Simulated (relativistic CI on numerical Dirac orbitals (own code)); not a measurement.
A reference radial Dirac CI calculation of Hf39+ gave the lowest total energy -14124.89080 Ha in 30 SCF steps, from this input:

```
atom Hf  Z=72  charge=39  electrons=33
nucleus A=180  rms_radius_fm=5.3470
hamiltonian dirac-coulomb  breit=on  qed=on  c_scale=1
orbitals kli  potential=per-configuration
slater_scale 1
correlation none
mixing on
grid step=0.0125 r_max=3.7
scf mixing=0.4 start=green max_iterations=150 tolerance=2e-08 node_fill=0.05
configurations
  [Ar] 3d10 4s2 4p3
  [Ar] 3d10 4s 4p4
  [Ar] 3d10 4s2 4p2 4d
end
```

One setting was then changed (and the iteration limit cut to 74), and the output read:

```
SCF 1: [Ar] 3d10 4s2 4p3
 iter      energy (Ha)   residual   last orbital (Ha)
    1    -13976.436659   6.90e+00    -98.81847
    2    -14095.425160   3.86e+00    -83.69811
    3    -14147.399833   2.15e-01    -67.61004
    4    -14147.609487   1.48e-01    -67.73653
    5    -14147.695412   1.22e-03    -67.20378
    6    -14147.695426   2.71e-04    -67.20631
    7    -14147.695420   1.65e-05    -67.20572
    8    -14147.695419   4.60e-07    -67.20577
    9    -14147.695419   3.32e-07    -67.20577
   10    -14147.695419   5.51e-10    -67.20577
error: orbital 3s not found
end: not converged
```

Question: Which setting was changed?
A. end of the grid
B. SCF mixing
C. speed of light
D. QED terms

Answer: A. The end of the grid at 0.93 bohr. This setting is bad on purpose; its numbers may not be properties of the ion.
